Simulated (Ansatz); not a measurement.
Rb₄Br₃⁺. Charge 1, multiplicity 1. Geometry PBE-D4/def2-SVP.

```
atom    x (Å)    y (Å)    z (Å)
 Rb1   0.9675   1.0024   3.2245
 Rb2   1.1577  -1.8652  -0.4096
 Rb3  -3.3789  -0.9426  -0.2068
 Rb4   0.9698   2.2625  -2.5087
 Br5  -1.0414  -1.3195   2.0655
 Br6  -1.0408  -0.3302  -2.4267
 Br7   2.3661   1.1927   0.2618
```

In the def2 sets Rb takes a core potential, while STO-3G treats all electrons; there is no spin–orbit coupling. LC-ωPBE has ω = 0.4 bohr⁻¹. The structure comes from a short search, and lower isomers may exist.

(1) Estimate the orbital energies around the gap (eV) in Ansatz with HF/STO-3G, HF/def2-TZVP, PBE-D4/def2-TZVP, PBE0-D4/def2-TZVP, LC-ωPBE/def2-TZVP.

Results:

(1) 
| orbital | HF/STO-3G | HF/def2-TZVP | PBE-D4/def2-TZVP | PBE0-D4/def2-TZVP | LC-ωPBE/def2-TZVP |
| --- | --- | --- | --- | --- | --- |
| HOMO−13 | -23.11 | -24.22 | -18.35 | -20.09 | -23.07 |
| HOMO−12 | -23.10 | -24.22 | -18.35 | -20.09 | -23.07 |
| HOMO−11 | -21.49 | -23.82 | -17.96 | -19.68 | -22.66 |
| HOMO−10 | -21.44 | -23.82 | -17.96 | -19.68 | -22.66 |
| HOMO−9 | -21.44 | -23.82 | -17.96 | -19.67 | -22.66 |
| HOMO−8 | -8.44 | -12.66 | -8.70 | -9.89 | -12.57 |
| HOMO−7 | -8.44 | -12.66 | -8.70 | -9.89 | -12.57 |
| HOMO−6 | -8.39 | -12.63 | -8.62 | -9.83 | -12.55 |
| HOMO−5 | -8.05 | -12.44 | -8.50 | -9.69 | -12.36 |
| HOMO−4 | -7.93 | -12.44 | -8.47 | -9.67 | -12.34 |
| HOMO−3 | -7.93 | -12.35 | -8.41 | -9.61 | -12.27 |
| HOMO−2 | -7.92 | -12.35 | -8.41 | -9.61 | -12.27 |
| HOMO−1 | -7.72 | -12.13 | -8.19 | -9.38 | -12.02 |
| HOMO | -7.72 | -12.13 | -8.18 | -9.38 | -12.02 |
| LUMO | 4.86 | -2.10 | -4.04 | -3.47 | -2.21 |
| LUMO+1 | 5.31 | -1.75 | -3.49 | -2.95 | -1.83 |
| LUMO+2 | 5.31 | -1.75 | -3.49 | -2.95 | -1.83 |
| LUMO+3 | 5.92 | -1.57 | -3.10 | -2.60 | -1.63 |
| LUMO+4 | 11.84 | -1.32 | -2.52 | -2.11 | -1.35 |
| LUMO+5 | 11.84 | -1.20 | -2.26 | -1.86 | -1.22 |
